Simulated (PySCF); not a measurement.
MoS2ClBr, SMILES [S]=[Mo](=[S])([Cl])[Br], multiplicity 1.

Geometry optimised at B3LYP-D3(BJ)/def2-SVP. The multiplicity is an assumed one; no other spin state was optimised. The structure was generated by enumeration; whether it is a known compound was not checked. The def2 effective core potentials stand for the cores of Mo; spin–orbit coupling is left out.

Two levels are set side by side: TDA-PBE/def2-SVPD (PySCF) and TDA-CAM-B3LYP/def2-SVPD (PySCF). Vertical, same geometry. The lowest singlet is HOMO→LUMO 92 % with PBE and HOMO→LUMO+1 95 % with the other functional; states are paired by order. Differences are taken from unrounded values.

```tsv
quantity	TDA-CAM-B3LYP	TDA-PBE	TDA-PBE minus TDA-CAM-B3LYP
lowest singlet excitation (eV)	2.32	2.17	-0.15
lowest triplet excitation (TDA) (eV)	1.91	1.77	-0.14
```

A lower first singlet is the usual sign of a functional without exact exchange. Differences between two approximate levels are no errors against the true value.

Rough cost on one machine, each run with all the roots and properties that it gave: TDA-CAM-B3LYP against TDA-PBE about 4 times.
